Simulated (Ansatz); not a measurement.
`O[Si](F)(Cl)Br` + H–F → `F[Si](F)(Cl)Br` + H₂O at 700 K and 1 bar (ligand exchange at the Si–O bond).

Isolated molecules relaxed with PBE0-D4/def2-TZVP in Ansatz; ΔE leaves out vibrations. CCSD(T)/CBS adds triple-zeta CCSD(T) − MP2 to the extrapolated MP2 energy (def2 sets, frozen cores). This one scheme is used for every species. For Br outer-core shells are correlated without core-valence functions, which leaves a few kJ/mol of doubt a bond. Scalar relativity is left out up to krypton. One conformer a species, not always the lowest.

```tsv
species	CCSD(T)/CBS energy (Eh)	H − E (kJ/mol)	S (J/(mol·K))
`O[Si](F)(Cl)Br`	-3497.97222	117.2	444.5
H–F	-100.39570	45.2	198.5
`F[Si](F)(Cl)Br`	-3522.00110	80.9	420.7
H₂O	-76.37941	80.5	218.4
```

H − E and S are ideal-gas, rigid-rotor, harmonic terms from PBE0-D4/def2-TZVP, for one conformer and one mirror image of each species. 1 Eh = 2625.50 kJ/mol, R = 8.31446 J/(mol·K).

Problem. By hand: ΔE, ΔH, ΔS and ΔG.

Solution. ΔE = (-3522.00110) + (-76.37941) − (-3497.97222) − (-100.39570) = -0.01259 Eh = -33.1 kJ/mol. Δ(H − E) = 80.9 + 80.5 − 117.2 − 45.2 = -1.0, so ΔH = -34.1 kJ/mol. ΔS = 420.7 + 218.4 − 444.5 − 198.5 = -3.9 J/(mol·K). ΔG = -34.1 − 700 × (-3.9)/1000 = -31.4 kJ/mol.

Problem. By hand: the equilibrium constant, and the temperature at which ΔG would vanish if ΔH and ΔS stayed fixed.

Solution. log₁₀ K = −ΔG/(RT ln 10) = 2.3. ΔG = 0 at ΔH/ΔS = 8744 K, far beyond where these terms or the molecules hold.

The number of gas molecules stays the same, so ΔS is small and ΔH decides. A doubt of 5 kJ/mol in ΔE shifts log₁₀ K by 0.4 here. Other conformers and mirror images would add mixing entropy, several J/(mol·K) or more a flexible species. These are equilibria of isolated gas molecules and say nothing of rates. Largest T1 diagnostic: 0.010 (customary marks: 0.02 for closed shells, 0.045 for open ones).
